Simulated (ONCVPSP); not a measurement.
As (Z = 33): variants of one ONCV potential

Base potential:

| Property | Result |
| --- | --- |
| Element | arsenic (As) |
| Generator | ONCVPSP 4.0.1 |
| Type | optimised norm-conserving Vanderbilt (ONCV) |
| Functional | LDA (Perdew-Wang 92) |
| Relativity | scalar-relativistic |
| Frozen core | [Ar] 3d10 |
| Valence charge | 5 |
| Reference configuration | 4s1.75 4p3.25 |
| Partial waves | 4s: rc 1.25 bohr, ncon 3, nbas 6, qcut 4.8 1/bohr, 1 projector; 4p: rc 1.90 bohr, ncon 4, nbas 7, qcut 4.3 1/bohr, 2 projectors, debl 2.8 Ha |
| Local potential | polynomial inside 0.95 bohr (lpopt 5, dvloc0 2 Ha) |
| Core correction | Teter function, fcfact 3, rcfact 1.3 |

All-electron outer shells of the reference configuration (LDA (PZ), scalar-relativistic, ld1.x):

| shell | level (eV) | outermost node (bohr) | outermost maximum (bohr) |
| --- | --- | --- | --- |
| 3p | -133.84 | 0.22 | 0.52 |
| 3d | -41.31 | – | 0.47 |
| 4s | -14.93 | 0.73 | 1.59 |
| 4p | -5.51 | 0.78 | 1.97 |

Cutoffs, loose and tight: the cutoffs (Ha) at which the residual kinetic energy of the hardest occupied pseudo-wave falls to 1 and 0.1 mHa per electron. They do not see the model core or the augmentation charge, which bear on the density cutoff. Test errors are all-electron minus pseudo excitation energies from the reference, over the configurations 4s2 4p3; 4s2 4p2; 4s2 4p1; 4s2 4p0. A dash means not determined; rows that change the core or the reference have their own tests.

A true bound ghost makes a file unfit for plane-wave use even where its test errors are small: the radial tests pick states by their node count and pass the ghost by.

```csv
change,outcome,"cutoff, loose","cutoff, tight",bound ghosts,GHOST(+) flags above zero,largest test error (meV)
base,generated,31 Ha,70 Ha,s,p,-20
s: nproj 2,generated,31 Ha,70 Ha,s,"s, p",-19
"local potential polynomial inside 1.05 bohr (lpopt 5, dvloc0 4 Ha)",generated,31 Ha,70 Ha,none,s,+70
"core correction Teter function, fcfact 3, rcfact 1.5",generated,31 Ha,70 Ha,s,p,-146
reference 4s2 4p3,generated,31 Ha,70 Ha,s,p,-25
"local potential polynomial inside 0.95 bohr (lpopt 5, dvloc0 8.5 Ha)",generated,31 Ha,70 Ha,none,s,+25
p: rc 1.7,generated,31 Ha,70 Ha,s,none,-13
"core correction Teter function, fcfact 5, rcfact 1.45",generated,31 Ha,70 Ha,s,p,-188
```

Problem. What comes out with this change to the base: core correction Teter function, fcfact 5.1, rcfact 1.3?

Solution. outcome: generated; cutoff, loose: 31 Ha; cutoff, tight: 70 Ha; bound ghosts: s; GHOST(+) flags above zero: p; largest test error (meV): -65.
